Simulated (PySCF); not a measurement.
Distorted geometries of Pt3

Pt3 (triplet). PySCF 2.14.0, UKS TPSS, Pt def2-SVP with ECP60; non-relativistic Hamiltonian with scalar-relativistic core potentials where named; density fitting; no spin-orbit coupling. Relaxed geometry:

```xyz
3

Pt    0.0000    0.0000    2.3842
Pt    0.0000    0.0000    0.0000
Pt    0.0000    0.0000   -2.3842
```

Order these distorted geometries by energy above the relaxed one, lowest first.
A.
```xyz
3

Pt   -0.1160   -0.0128    2.2757
Pt   -0.0135   -0.0249    0.1449
Pt    0.1295    0.0377   -2.4207
```
B.
```xyz
3

Pt   -0.0534   -0.1158    2.2816
Pt   -0.1308    0.0690    0.1011
Pt    0.1841    0.0468   -2.3827
```
C.
```xyz
3

Pt    0.0250    0.0188    2.4004
Pt   -0.0090   -0.0389    0.0172
Pt   -0.0160    0.0201   -2.4176
```

C (-0.10 eV), B (0.30 eV), A (0.71 eV).

Which forces (eV/Å) act in the one that lies 0.71 eV up?


```
Pt  -0.35  0.04  6.70
Pt   0.46  0.01 -8.44
Pt  -0.11 -0.05  1.74
```
Forces carry noise of the integration grid, about 0.01 to 0.03 eV/Å.

The relaxed state isn't the lowest spin state tried at its geometry. No frequency check is given that shows the relaxed geometry to be a minimum. The relaxed state is spin-contaminated (spin squared 3.01 against 2.00). Open shells may have lower solutions than the one found.
